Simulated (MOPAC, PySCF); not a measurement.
CH5NO2Si, SMILES `O[SiH2]C(=O)N` (O–C–Si–O torsion 0°, C–Si–O–H torsion 0°), neutral singlet in the gas phase. 

Cartesian coordinates (Å):
```xyz
10

N     -1.6839     0.4587     0.3581
C     -0.3508     0.5835     0.2118
O      0.2477     1.6104     0.5043
Si     0.7561    -0.8373    -0.4720
O      2.2395    -0.1548    -0.4344
H     -2.2165     1.2346     0.7211
H     -2.1646    -0.3882     0.1149
H      0.6639    -2.0413     0.3947
H      0.3402    -1.2139    -1.8485
H      2.1683     0.7484    -0.0909
```
Charge 0, spin multiplicity 1.

All levels are single points at this geometry (PBE0-D4/def2-TZVP); Pople sets use spherical d functions. Orbital energies aren't observables, and empty levels follow the basis.

```json
[
 {"level": "PBE-D3(BJ)/def2-TZVP in PySCF", "HOMO (eV)": "-5.97", "LUMO (eV)": "-1.40", "gap (eV)": "4.57", "dipole (D)": "3.80", "vertical IE, Delta-SCF (eV)": "–"},
 {"level": "PBE0-D4/def2-TZVP in PySCF", "HOMO (eV)": "-7.43", "LUMO (eV)": "-0.35", "gap (eV)": "7.09", "dipole (D)": "3.91", "vertical IE, Delta-SCF (eV)": "9.59"},
 {"level": "B3LYP/3-21G in PySCF", "HOMO (eV)": "-6.68", "LUMO (eV)": "0.28", "gap (eV)": "6.96", "dipole (D)": "4.16", "vertical IE, Delta-SCF (eV)": "–"},
 {"level": "M06-2X/6-31G* in PySCF", "HOMO (eV)": "-8.60", "LUMO (eV)": "1.19", "gap (eV)": "9.79", "dipole (D)": "3.96", "vertical IE, Delta-SCF (eV)": "–"},
 {"level": "PBE/6-31G* in PySCF", "HOMO (eV)": "-5.60", "LUMO (eV)": "-0.88", "gap (eV)": "4.72", "dipole (D)": "3.85", "vertical IE, Delta-SCF (eV)": "–"},
 {"level": "HF/3-21G in PySCF", "HOMO (eV)": "-10.91", "LUMO (eV)": "4.32", "gap (eV)": "15.23", "dipole (D)": "4.44", "vertical IE, Delta-SCF (eV)": "–"},
 {"level": "HF/STO-3G in PySCF", "HOMO (eV)": "-7.73", "LUMO (eV)": "8.92", "gap (eV)": "16.66", "dipole (D)": "3.13", "vertical IE, Delta-SCF (eV)": "–"},
 {"level": "PM3 in MOPAC", "HOMO (eV)": "-9.59", "LUMO (eV)": "0.06", "gap (eV)": "9.66", "dipole (D)": "3.86", "vertical IE, Delta-SCF (eV)": "–"},
 {"level": "PM6 in MOPAC", "HOMO (eV)": "-9.74", "LUMO (eV)": "-0.53", "gap (eV)": "9.21", "dipole (D)": "3.71", "vertical IE, Delta-SCF (eV)": "–"}
]
```
